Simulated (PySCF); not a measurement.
# Working out the electron affinity of As

As⁻ [Ar] 3d10 4s2 4p4 (3P) → As [Ar] 3d10 4s2 4p3 (4S). All numbers are calculated (PySCF 2.14, a scalar-relativistic core potential, in aug-cc-pwCVDZ-PP with ECP10MDF). Frozen: 3s2 3p6 3d10. Energies in hartree (1 hartree = 27.21139 eV):

```csv
part,As⁻ (lower),As (upper)
UHF,-331.185905,-331.198331
CCSD correlation,-0.099812,-0.075932
(T),-0.003172,-0.001408
```

Question: What does Hartree-Fock give?

Answer: (-331.198331) − (-331.185905) = -0.012426 hartree = -0.338 eV.

Question: What do CCSD and CCSD(T) give?

Answer: The CCSD correlation energies differ by 0.023880 hartree = 0.650 eV and the triples by 0.001764 hartree = 0.048 eV, so CCSD gives 0.312 eV and CCSD(T) 0.360 eV.

Reference: 0.804 eV (measured; photodetachment measurements, as compiled on the Wikipedia data page of electron affinities), between the lowest levels; spin-orbit coupling is absent from the calculation.

A double-zeta basis recovers only part of the correlation energy.

What remains against the reference includes basis incompleteness, the frozen core and higher excitations.
